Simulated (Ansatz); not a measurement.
Start from `[SiH3][O][Zn][O][SiH3]` and change one atom or group to get `[OH][Zn][O][SiH3]`.

Ansatz, PBE0-D4/def2-TZVP geometries, multiplicity 1. Each molecule was computed in one conformer, which needn't be the lowest.

Scalar relativity is left out up to krypton.

```
                                      property  `[SiH3][O][Zn][O][SiH3]`
             HOMO energy (PBE/def2-TZVPP) / eV                     -6.93
           HOMO–LUMO gap (PBE/def2-TZVPP) / eV                      4.47
         HOMO–LUMO gap (B3LYP/def2-TZVPP) / eV                      6.33
         LUMO energy (ωB97M-V/def2-TZVPP) / eV                      0.13
size of the dipole moment (PBE/def2-TZVPP) / D                      0.07
           HOMO energy (B3LYP/def2-TZVPP) / eV                     -8.16
```

Question: What does the change do to each property? (Best estimate.)

Answer: The calculation gave: 
```
                                      property  `[OH][Zn][O][SiH3]`  shift
             HOMO energy (PBE/def2-TZVPP) / eV                -6.80   0.13
           HOMO–LUMO gap (PBE/def2-TZVPP) / eV                 4.57   0.10
         HOMO–LUMO gap (B3LYP/def2-TZVPP) / eV                 6.44   0.11
         LUMO energy (ωB97M-V/def2-TZVPP) / eV                 0.31   0.18
size of the dipole moment (PBE/def2-TZVPP) / D                 1.60   1.53
           HOMO energy (B3LYP/def2-TZVPP) / eV                -8.09   0.07
```

With PBE0 the HOMO rises by 0.07 eV and the LUMO rises by 0.21 eV, so the gap widens by about 0.14 eV. PBE moves the HOMO by 0.13 eV and ωB97M-V by 0.05 eV. Dipoles are sizes alone; their direction can turn.

B3LYP here is the variant with VWN-RPA as its local correlation; programs differ in this.
